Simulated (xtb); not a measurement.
C2H6Cl2Si, charge -1, doublet, geometry from GFN2-xTB (a state made from the parent by changing its charge; the spin is typed, not shown lowest). Base run: GFN2-xTB (xtb).

Input for xtb:
```
$ xtb mol.xyz --gfn 2 --chrg -1 --uhf 1 --json

# file mol.xyz
11

C      1.42650279    -1.09765924    -0.30315678
Si     0.01213736     0.16509109    -0.03165282
C     -1.56388176    -0.70217827     0.62622317
Cl     0.76305449     0.79178801     2.13220720
Cl    -0.69452658     0.10064806    -2.29070594
H      1.11420848    -1.87858725    -0.99280464
H      2.30728618    -0.62012116    -0.72403909
H      1.71703127    -1.55674218     0.63856189
H     -2.37176399     0.00847255     0.77886613
H     -1.91241609    -1.45110271    -0.08106818
H     -1.36496922    -1.18558243     1.57970349
```

Each row names what was changed in the base input (with any setting that the change needs).

```
change               ΔE vs base (mEh)  G_solv (kcal/mol)  SCF cycles
-------------------  ----------------  -----------------  ----------
base                            0.000                  -          14
etemp = 5000                   -3.005                  -          14
etemp = 3000                   -0.184                  -          14
alpb = acetonitrile           -74.604             -47.13          14
alpb = chcl3                  -76.351             -48.93          14
alpb = dmf                    -72.130             -45.41          14
```

ALPB and GBSA are two models with their own fitted parameters for each solvent, which aren't always the measured dielectric constant.
